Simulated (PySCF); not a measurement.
Os (osmium, neutral) across methods

[Xe] 4f14 5d8, high-spin 3F determinant (an excited configuration). Calculation: PySCF 2.14, in def2-QZVPPD with the def2 core potential (60 electrons) (7s5p4d4f2g, 88 functions); a scalar-relativistic core potential.

```json
{"method": "r2SCAN", "E (hartree)": "-90.4768", "mean ε 5p β (eV)": "-45.839", "mean ε 5d α (eV)": "-3.741", "mean ε 5d β (eV)": "-2.760", "Σ⟨r²⟩ (bohr²)": "49.83", "⟨S²⟩": "2.003"}
{"method": "LDA", "E (hartree)": "-90.2808", "mean ε 5p β (eV)": "-45.046", "mean ε 5d α (eV)": "-3.890", "mean ε 5d β (eV)": "-2.945", "Σ⟨r²⟩ (bohr²)": "50.74", "⟨S²⟩": "2.002"}
{"method": "BP86", "E (hartree)": "-90.5763", "mean ε 5p β (eV)": "-45.154", "mean ε 5d α (eV)": "-3.823", "mean ε 5d β (eV)": "-2.963", "Σ⟨r²⟩ (bohr²)": "50.49", "⟨S²⟩": "2.002"}
{"method": "UHF", "E (hartree)": "-89.69312", "mean ε 5p β (eV)": "-54.835", "mean ε 5d α (eV)": "-7.740", "mean ε 5d β (eV)": "-6.234", "Σ⟨r²⟩ (bohr²)": "48.98", "⟨S²⟩": "2.006"}
{"method": "CAM-B3LYP", "E (hartree)": "-90.4006", "mean ε 5p β (eV)": "-49.083", "mean ε 5d α (eV)": "-6.120", "mean ε 5d β (eV)": "-5.182", "Σ⟨r²⟩ (bohr²)": "49.97", "⟨S²⟩": "2.003"}
{"method": "PBE", "E (hartree)": "-90.4877", "mean ε 5p β (eV)": "-44.923", "mean ε 5d α (eV)": "-3.665", "mean ε 5d β (eV)": "-2.755", "Σ⟨r²⟩ (bohr²)": "50.41", "⟨S²⟩": "2.002"}
{"method": "B97-3", "E (hartree)": "-90.4714", "mean ε 5p β (eV)": "-47.904", "mean ε 5d α (eV)": "-4.802", "mean ε 5d β (eV)": "-3.864", "Σ⟨r²⟩ (bohr²)": "49.91", "⟨S²⟩": "2.003"}
{"method": "HSE06", "E (hartree)": "-90.4410", "mean ε 5p β (eV)": "-47.232", "mean ε 5d α (eV)": "-4.447", "mean ε 5d β (eV)": "-3.447", "Σ⟨r²⟩ (bohr²)": "49.87", "⟨S²⟩": "2.002"}
{"method": "PBE0", "E (hartree)": "-90.4415", "mean ε 5p β (eV)": "-47.610", "mean ε 5d α (eV)": "-4.836", "mean ε 5d β (eV)": "-3.819", "Σ⟨r²⟩ (bohr²)": "49.78", "⟨S²⟩": "2.003"}
```

Energies and moments cover only the electrons outside the core potential. Spin-orbit coupling, absent here, splits the open shell strongly.
